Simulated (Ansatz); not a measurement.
Compare A (`B/C=C/O[SiH3]`) with its isomer B (`CC1B[SiH2]O1`).

Isolated molecules relaxed with PBE0-D4/def2-TZVP in Ansatz; ΔE leaves out vibrations. CBS: MP2 limit from def2 TZ/QZ plus the TZ coupled-cluster correction, frozen cores. DFT in def2-TZVPP. One conformer a species, not always the lowest.

Question: Which is lower in electronic energy at CCSD(T)/CBS, and by how much? (Best estimate.)

Answer: Ansatz gave: A, by 11.6 kcal/mol.

Question: Give E(B) − E(A) in kcal/mol with r2SCAN-D4, PBE-D4, B2PLYP, HF/def2-TZVPP, MP2/def2-TZVPP, PBE0-D4, ωB97M-V. (An estimate is asked.)

Answer: Computed: r2SCAN-D4 12.6, PBE-D4 10.6, B2PLYP 15.8, HF/def2-TZVPP 20.2, MP2/def2-TZVPP 12.8, PBE0-D4 9.3, ωB97M-V 11.8. None reverses the order clearly.

Largest T1 diagnostic: 0.013.

In def2-TZVPP, CCSD(T) changes the Hartree–Fock value by −7.7 kcal/mol (the triples alone add +0.1 kcal/mol) and MP2 by −7.4 kcal/mol. The D4 term adds −1.1 kcal/mol with B3LYP and −0.5 kcal/mol with PBE0; it sums over pairs of atoms, weighted by their polarisabilities, and B3LYP, whose exchange is more repulsive, gets the larger term.

B3LYP here is the variant with VWN-RPA as its local correlation; programs differ in this.
